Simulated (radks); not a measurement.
Task: Yb19+, 51 electrons, occupied as [Kr] 4d10 4f5. Calculated with a radial shooting solver on a logarithmic mesh with Libxc functionals: non-relativistic Kohn-Sham, PBE, spin-polarised, spherical densities, point nucleus; open shells are filled with parallel spins first (spin-orbit coupling, left out, can overturn this in heavy ions); relativity is left out, which matters for an element this heavy. Some entries of the table are withheld. Estimate them.

orbital,occ.,eigenvalue (hartree),<r> (bohr)
1s down,1,-2104.304,0.02165
1s up,1,-2104.303,0.02165
2s up,1,-356.8600,0.09175
2s down,1,-356.8534,0.09174
2p up,3,-341.9033,0.07768
2p down,3,-341.8998,0.07768
3s up,1,-94.39950,0.2341
3s down,1,-94.22135,0.2339
3p up,3,-87.58374,0.2240
3p down,3,-87.42256,0.2238
3d up,5,-74.87425,0.1974
3d down,5,-74.75956,0.1971
4s up,1,-32.06202,0.5078
4s down,1,-31.81561,0.5085
4p up,3,(1),0.5126
4p down,3,(2),0.5135
4d up,5,(3),0.5199
4d down,5,(4),0.5213
4f up,5,-17.53862,(5)
4f down,0,-17.27705,(6)

Result: 
(1) 4p up eigenvalue (hartree): -29.23545
(2) 4p down eigenvalue (hartree): -28.99010
(3) 4d up eigenvalue (hartree): -24.11836
(4) 4d down eigenvalue (hartree): -23.87207
(5) 4f up <r> (bohr): 0.5236
(6) 4f down <r> (bohr): 0.5266
